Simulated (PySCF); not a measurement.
**Bond curve of CI**

Set-up: PySCF, spin-free X2C with a Gaussian nucleus, basis sets C x2c-SVPall, I x2c-SVPall. Energies in eV from C + I in their ground configurations at the same level. All curves are PBE0. state 1: ²Π (doublet), unpaired electrons π ↑; state 2: ⁴Σ⁻ (quartet), unpaired electrons σ ↑, π ↑↑, a second solution, started from another occupation.

```tsv
R (Å)	state 1	state 2
1.756	-1.966	-0.562
1.838	-2.561	-1.122
1.919	-2.879	-1.406
1.981	-2.988	-1.493
2.042	-3.016	-1.502
2.103	-2.981	-1.457
2.185	-2.865	-1.339
2.287	-2.644	-1.143
2.410	-2.318	-0.890
2.573	-1.843	-0.594
```

Task: Put a parabola through the three lowest points of the state 1 curve and estimate Re, k and ωe (reduced mass 10.96 u; 1 eV/Å² = 0.16022 mdyn/Å; ωe = 1302.8·√(k/μ) cm⁻¹).

Result: Through R = 1.981, 2.042, 2.103 Å the second-order coefficient is 8.47 eV/Å², so Re ≈ 2.039 Å, k ≈ 2.71 mdyn/Å and ωe ≈ 648 cm⁻¹. A polynomial fit of higher order to the unrounded PBE0 energies gives Re = 2.035 Å, k = 2.71 mdyn/Å, ωe = 648 cm⁻¹; anharmonicity and rounding make the difference.

The higher-order fit for each curve: state 1: Re = 2.035 Å, ωe = 648 cm⁻¹, De = 3.02 eV; state 2: Re = 2.020 Å, ωe = 641 cm⁻¹, minimum 1.51 eV below the ground-state fragments.

These are scalar-relativistic numbers at best; spin–orbit coupling would shift them, the dissociation energy most. The state was picked by a PBE0 search and need not be the measured ground state.
